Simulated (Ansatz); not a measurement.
`[O]=[Ta]([F])([F])[F]` + H₂O → `[O]=[Ta]([OH])([F])[F]` + H–F at 298.15 K and 1 bar (formal hydrolysis of a Ta–F bond).

Isolated molecules relaxed with PBE0-D4/def2-TZVP in Ansatz; ΔE leaves out vibrations. CBS: MP2 limit from def2 TZ/QZ plus the TZ coupled-cluster correction, frozen cores. This one scheme is used for every species. def2 core potentials past Kr. For Ta outer-core shells are correlated without core-valence functions, which leaves a few kJ/mol of doubt a bond. Each species was taken in one conformer, which may not be the lowest.

| species | CCSD(T)/CBS energy (Eh) | H − E (kJ/mol) | S (J/(mol·K)) |
| --- | --- | --- | --- |
| `[O]=[Ta]([F])([F])[F]` | -431.70821 | 43.1 | 328.0 |
| H₂O | -76.37941 | 66.4 | 188.7 |
| `[O]=[Ta]([OH])([F])[F]` | -407.68418 | 73.7 | 343.1 |
| H–F | -100.39570 | 33.5 | 173.6 |

H − E and S are ideal-gas, rigid-rotor, harmonic terms from PBE0-D4/def2-TZVP, for one conformer and one mirror image of each species. 1 Eh = 2625.50 kJ/mol, R = 8.31446 J/(mol·K).

Q: By hand: ΔE, ΔH, ΔS and ΔG.

A: ΔE = (-407.68418) + (-100.39570) − (-431.70821) − (-76.37941) = 0.00774 Eh = 20.3 kJ/mol. Δ(H − E) = 73.7 + 33.5 − 43.1 − 66.4 = -2.3, so ΔH = 18.0 kJ/mol. ΔS = 343.1 + 173.6 − 328.0 − 188.7 = 0.0 J/(mol·K). ΔG = 18.0 − 298.15 × (0.0)/1000 = 18.0 kJ/mol.

Q: By hand: the equilibrium constant, and the temperature at which ΔG would vanish if ΔH and ΔS stayed fixed.

A: log₁₀ K = −ΔG/(RT ln 10) = -3.2. With ΔH or ΔS at zero there is no such temperature.

The number of gas molecules stays the same, so ΔS is small and ΔH decides. A doubt of 5 kJ/mol in ΔE shifts log₁₀ K by 0.9 here. Other conformers and mirror images would add mixing entropy, several J/(mol·K) or more a flexible species. These are equilibria of isolated gas molecules and say nothing of rates. Largest T1 diagnostic: 0.020 (customary marks: 0.02 for closed shells, 0.045 for open ones).

ΔS is within the doubt of such terms, so its sign, and with it that verdict, could turn.
